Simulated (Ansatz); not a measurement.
Job for Ansatz (a first-principles code): R-MP2/cc-pV(T+d)Z on C2H6AlF (SMILES [CH3][Al]([CH3])[F]), atoms moved off the minimum. Files ending in .json are basis or fitting sets from the Basis Set Exchange.

Ansatz 0.2 input:
```yaml
crystal:
  periodic: [false, false, false]
  atoms:
    - {symbol: Al, position_ang: [-0.02175242, 0.03169613, 0.00159590]}
    - {symbol: C, position_ang: [1.73009370, -0.20602344, -0.72378263]}
    - {symbol: H, position_ang: [2.24582852, -1.17567427, -0.41537997]}
    - {symbol: H, position_ang: [2.50525788, 0.56469168, -0.35643058]}
    - {symbol: H, position_ang: [1.78116914, -0.11446235, -1.79628752]}
    - {symbol: C, position_ang: [-0.66984818, -0.59003926, 1.70429773]}
    - {symbol: H, position_ang: [-1.36777882, -1.41883464, 1.56430220]}
    - {symbol: H, position_ang: [-1.20288533, 0.30168119, 2.19277506]}
    - {symbol: H, position_ang: [0.14497121, -0.90402990, 2.40453157]}
    - {symbol: F, position_ang: [-1.12684300, 0.81272164, -1.00447134]}
basis:
  gaussian:
    orbitals: cc-pV_T+d_Z.json
magnetization: {spin_polarized: false}
correlation: {method: mp2, electrons: outside_noble_gas}
scf: {lower_state_search: off}
output: {forces: true}
```

Program output:

```
WARN ansatz: RAYON_NUM_THREADS=4 ignored (pool sized by the plan → 4); use --threads N
Functional definition: HF
these checks for a lower state are left out or cut short: starts, cluster_reference, orbital_swaps, neighbouring_geometries, increment
integrals: 0.37 GiB planned
1220 factors; integrals over basis functions are off by at most 1.2e-3 eV
mean field: 0.70 GiB planned
mean field evaluation 1: about -11445.4322 eV, gradient 4.2e1 eV
mean field evaluation 2: about -11445.4991 eV, gradient 4.2e1 eV
mean field evaluation 4: about -11449.1675 eV, gradient 3.4e0 eV
mean field evaluation 8: about -11449.2181 eV, gradient 2.0e-1 eV
mean field -11449.21828007 eV, -420.7510112338 hartree, gradient 3.1e-6 eV, S^2 0.000000; 0 other end points of the search recorded, 0 dependent functions left out
8 core orbitals not correlated
reference -11449.21828007 eV, -420.7510112338 hartree; 12, 12 occupied and 193, 193 virtual orbitals, 1220 factors
densities: 0.69 GiB planned
second order -18.90861909 eV of doubles, -0.00000000 eV of singles
the calculation of the forces begins
mean field evaluation 16: about -11449.2183 eV, gradient 3.1e-6 eV
Total energy: -11468.12689916 eV, -421.4458901685 hartree
Atom 0 at    -0.021752     0.031696     0.001596 Å, force    -0.584574     0.305345    -0.544348 eV/Å
Atom 1 at     1.730094    -0.206023    -0.723783 Å, force     2.730461    -0.083653     1.075015 eV/Å
Atom 2 at     2.245829    -1.175674    -0.415380 Å, force    -0.874271     1.049008    -0.488722 eV/Å
Atom 3 at     2.505258     0.564692    -0.356431 Å, force    -1.308976    -0.872697    -0.366931 eV/Å
Atom 4 at     1.781169    -0.114462    -1.796288 Å, force    -0.075688    -0.137793    -0.439253 eV/Å
Atom 5 at    -0.669848    -0.590039     1.704298 Å, force     0.060552     1.071256     1.335159 eV/Å
Atom 6 at    -1.367779    -1.418835     1.564302 Å, force    -0.057632     0.178582     0.236236 eV/Å
Atom 7 at    -1.202885     0.301681     2.192775 Å, force     0.514495    -1.460198    -0.578347 eV/Å
Atom 8 at     0.144971    -0.904030     2.404532 Å, force    -0.738672     0.183578    -0.621791 eV/Å
Atom 9 at    -1.126843     0.812722    -1.004471 Å, force     0.334305    -0.233429     0.392981 eV/Å
Dipole moment:     0.267552    -0.162684     0.242976 e Å
Checks for a lower state left out: starts, cluster_reference, orbital_swaps, neighbouring_geometries, increment
```

Self-consistency was reached.

Cost: roughly 20 core-seconds.
